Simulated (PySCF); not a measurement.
This script is equivalent to a calculation on B³⁺ (boron, charge +3).

```python
from pyscf import gto, scf, dft, mp, cc
import basis_set_exchange as bse
mol = gto.M(atom="B 0 0 0", charge=3, spin=0, symmetry="D2h",
            basis=gto.basis.parse(bse.get_basis("aug-cc-pwCVQZ", elements=["B"], fmt="nwchem", header=False)))
mf = dft.UKS(mol, xc="M06")
mf.irrep_nelec = {'Ag': (1, 1)}
mf.kernel()
```

(1) What total energy does it give?

(2) Which occupied shell lies highest, and where?

## Answers

(1) -22.049 hartree (calculated).

(2) 1s, at -238.95 eV.
